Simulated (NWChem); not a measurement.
System: CH4MgS; SMILES [MgH][S]C

Input file for NWChem:

```
start job
memory heap 200 mb stack 900 mb global 1100 mb
geometry units angstroms noautosym nocenter noautoz
  Mg    -0.262819    -1.645580     0.032503
  H     -0.869138    -3.198806     0.387757
  S      0.618265     0.449972    -0.470919
  C     -0.756871     1.607664    -0.036746
  H     -0.394990     2.630506    -0.256414
  H     -1.020378     1.564119     1.038063
  H     -1.664638     1.430403    -0.645915
end
basis spherical
  Mg library def2-svp
  H library def2-svp
  S library def2-svp
  C library def2-svp
end
dft
  xc hfexch
  iterations 150
end
property
  efieldgrad
end
task dft property
```

NWChem printed, in part:

```
             Northwest Computational Chemistry Package (NWChem) 7.3.0
             --------------------------------------------------------

                             Geometry "geometry" -> ""
                             -------------------------

 Output coordinates in angstroms (scale by  1.889725989 to convert to a.u.)

  No.       Tag          Charge          X              Y              Z
 ---- ---------------- ---------- -------------- -------------- --------------
    1 Mg                  12.0000    -0.26281900    -1.64558000     0.03250300
    2 H                    1.0000    -0.86913800    -3.19880600     0.38775700
    3 S                   16.0000     0.61826500     0.44997200    -0.47091900
    4 C                    6.0000    -0.75687100     1.60766400    -0.03674600
    5 H                    1.0000    -0.39499000     2.63050600    -0.25641400
    6 H                    1.0000    -1.02037800     1.56411900     1.03806300
    7 H                    1.0000    -1.66463800     1.43040300    -0.64591500

 Effective nuclear repulsion energy (a.u.)     114.4336611690

  xc_inp: hfexch multiplicative factor not found.
                              NWChem Property Module
                              ----------------------

  itol2e modified to match energy
  convergence criterion.

                                 NWChem DFT Module
                                 -----------------

 Summary of "ao basis" -> "ao basis" (spherical)
 ------------------------------------------------------------------------------
       Tag                 Description            Shells   Functions and Types
 ---------------- ------------------------------  ------  ---------------------
 Mg                         def2-svp                 8       18   4s3p1d
 H                          def2-svp                 3        5   2s1p
 S                          def2-svp                 8       18   4s3p1d
 C                          def2-svp                 6       14   3s2p1d

  itol2e modified to match energy
  convergence criterion.

[...]

          -----------------------
          Electric field gradient
          -----------------------

 1 a.u. = 0.324123 10**(16) esu/cm**3  ( or statvolts/cm**2 ) = 0.97174 10**(22) v/m**2

 ------------------------------------------------------------
   Atom      X         Y         Z
 ------------------------------------------------------------
    1 Mg  -0.49666  -3.10970   0.06142
 ------------------------------------------------------------

 Electric field gradient in molecular frame (a.u.)
         XX             YY             ZZ             XY             XZ             YZ
 ------------------------------------------------------------------------------------------
       -0.315111       0.685903      -0.370793       0.465045      -0.077657      -0.265826

 Principal components (a.u.) and orientation
 of principal axis w.r.t. absolute frame                      Asymmetry parameter eta
 --------------------------------------------------------------------------------------
        0.927232      -0.505628      -0.421603                       0.090619

        0.354284       0.864588       0.356328
        0.911732      -0.404076       0.073940
       -0.207912      -0.298680       0.931431

 ------------------------------------------------------------
   Atom      X         Y         Z
 ------------------------------------------------------------
    2 H   -1.64243  -6.04487   0.73275
 ------------------------------------------------------------

 Electric field gradient in molecular frame (a.u.)
         XX             YY             ZZ             XY             XZ             YZ
 ------------------------------------------------------------------------------------------
        0.026413      -0.063492       0.037079      -0.041440       0.009497       0.024278

 Principal components (a.u.) and orientation
 of principal axis w.r.t. absolute frame                      Asymmetry parameter eta
 --------------------------------------------------------------------------------------
       -0.085235       0.042639       0.042596                       0.000511

        0.355861       0.356290       0.863956
        0.910993       0.073958      -0.405736
       -0.208456       0.931444      -0.298259

 ------------------------------------------------------------
   Atom      X         Y         Z
 ------------------------------------------------------------
    3 S    1.16835   0.85032  -0.88991
 ------------------------------------------------------------

 Electric field gradient in molecular frame (a.u.)
         XX             YY             ZZ             XY             XZ             YZ
 ------------------------------------------------------------------------------------------
       -0.464196      -0.792533       1.256729       1.269156       0.642352      -0.305267

 Principal components (a.u.) and orientation
 of principal axis w.r.t. absolute frame                      Asymmetry parameter eta
 --------------------------------------------------------------------------------------
       -2.038792       1.478236       0.560556                       0.450110

       -0.662617       0.356332       0.658762
        0.722827       0.073943       0.687061
        0.196111       0.931429      -0.306562

 ------------------------------------------------------------
   Atom      X         Y         Z
 ------------------------------------------------------------
    4 C   -1.43028   3.03804  -0.06944
 ------------------------------------------------------------

[...]
```

Level: Hartree-Fock/def2-SVP. Structure relaxed at the PBE-D3(BJ)/def2-SVP level. NWChem prints the field gradient with the sign opposite to the second derivative of the potential.
